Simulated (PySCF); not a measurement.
# Electron correlation in S (sulfur, neutral)

[Ne] 3s2 3p4, high-spin 3P determinant. All numbers are calculated (PySCF 2.14, no relativity, point nucleus, in def2-TZVP (5s5p2d1f, 37 functions)). Frozen: [Ne]; 6 electrons correlated.

MP2 pair energies summed by pair of shells (mhartree):

```json
{"pair": "3s-3p", "energy": "-52.42", "share (%)": "45.9"}
{"pair": "3p-3p", "energy": "-52.37", "share (%)": "45.9"}
{"pair": "3s-3s", "energy": "-9.38", "share (%)": "8.2"}
```

Total MP2 correlation energy: -114.17 mhartree.

Same-spin part -26.66 and opposite-spin part -87.51 mhartree; SCS-MP2 scales them by 1/3 and 6/5 to -113.89 mhartree.

```tsv
level	correlation energy (mhartree)
CCSD	-138.11
(T)	-4.66
CCSD(T)	-142.77
```

Diagnostics: T1 = 0.0098, D1 = 0.0308, largest double amplitude 0.060.

Problem. Is a single reference adequate?

Solution. Yes: T1 lies below 0.03 and no double amplitude reaches 0.07.
